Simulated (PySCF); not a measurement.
Si4H10.
SMILES with atom numbers: `[SiH3:1][SiH:2]([SiH3:3])[SiH3:4]` (hydrogens: H5, H6, H7 on Si1; H8 on Si2; H9, H10, H11 on Si3; H12, H13, H14 on Si4)

Computed with PBE0-D3(BJ)/def2-SVP geometry optimisation, gas phase (PySCF 2.14.0).

(1) Give the optimised bond lengths and angles.

Answers

(1) 
```
                     bond  length (Å)
Si1–Si2, Si2–Si3, Si2–Si4       2.344
  Si1–H5 and 8 like bonds       1.496
                   Si2–H8       1.499
```

Bonds in one row agree within 0.01 Å and their mean is given. A selection of angles:
```
      angle  degrees
 Si2–Si1–H5    110.9
 Si2–Si1–H6    108.6
  H5–Si1–H6    108.8
Si1–Si2–Si3    108.9
 Si1–Si2–H8    109.9
```

Si1 (SiH3 silicon) is tetrahedral (angles from 108.6° to 110.9°). All 3 Si–Si bonds measure 2.343 to 2.345 Å. Si2 (SiH silicon) is tetrahedral (angles from 108.7° to 110.2°).

Point group: C3v (every atom within 0.08 Å of its image). No PBE0-D3(BJ)/def2-SVP frequencies stand behind this structure, so it isn't proved a minimum.
